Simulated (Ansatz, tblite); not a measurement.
Removing and adding an electron: Al₉Sb₈Cl₃. Total charge 0; singlet. Geometry: PBE-D4/def2-SVP. Ansatz, gas phase; energy differences of separate SCF runs; the oxidised species was run as a doublet alone; the reduced species was run as a doublet alone.

```xyz
20

Sb   -1.1835    2.4515    4.3012
Sb    0.9270    2.7734    1.9747
Sb   -0.5682   -3.9387   -2.0279
Sb    2.1043   -0.6775   -1.1220
Sb   -2.0121   -0.8494    1.2087
Sb   -3.1802    3.2862   -0.3681
Sb   -1.7080    0.4435   -3.5822
Sb    1.7579    3.6014   -1.7013
Al   -0.3549    0.2965    3.0633
Al   -0.0628   -2.2698    0.1240
Al    0.3187    0.6813    0.3569
Al   -2.0056    2.6324    1.8605
Al   -0.4794    3.2861   -0.4270
Al    1.9207   -3.4751   -1.2318
Al   -0.1331   -1.4273   -2.6353
Al    0.4643    1.4446   -2.3470
Al   -2.0022    0.9101   -0.9412
Cl    0.9065   -1.1834    3.9576
Cl    1.5043   -3.5941    1.1832
Cl    3.7864   -4.3917   -1.6463
```

In the def2 sets Sb takes a core potential; there is no spin–orbit coupling. The xTB rows come from tblite. Single mean-field runs in def2-SVP are fitted with def2-universal-jkfit.

Question: Estimate orbital energies and vertical ionisation energies and electron affinities at: GFN1-xTB; GFN2-xTB; PBE-D4/def2-SVP; PBE0-D4/def2-SVP; ωB97M-V/def2-SVP.

Answer: 
```
           level  −HOMO (eV)  vertical IE (eV)  −LUMO (eV)  vertical EA (eV)  HOMO–LUMO gap (eV)  IE − EA (eV)                                  remarks
        GFN1-xTB        8.26              9.88        7.71              6.11                0.55          3.76                                        –
        GFN2-xTB        8.14              9.51        7.59                 –                0.55             –                                        –
 PBE-D4/def2-SVP        4.59              6.11        3.76              2.38                0.82          3.73                                        –
PBE0-D4/def2-SVP        5.20              6.13        3.34              2.42                1.86          3.71  restricted SCF unstable in HF (singlet)
ωB97M-V/def2-SVP        6.61              5.97        1.91              2.19                4.70          3.78  restricted SCF unstable in HF (singlet)
```

Relaxing the oxidised species (PBE-D4/def2-SVP) changes its energy by -0.20 eV at PBE-D4/def2-SVP, so the adiabatic ionisation energy to this nearest minimum is 5.91 eV. At PBE0-D4/def2-SVP it is 5.87 eV.     Raw xTB energy differences between charge states are shifted by several eV; the methods need an empirical correction for them. Sets without diffuse functions give affinities that are too small.
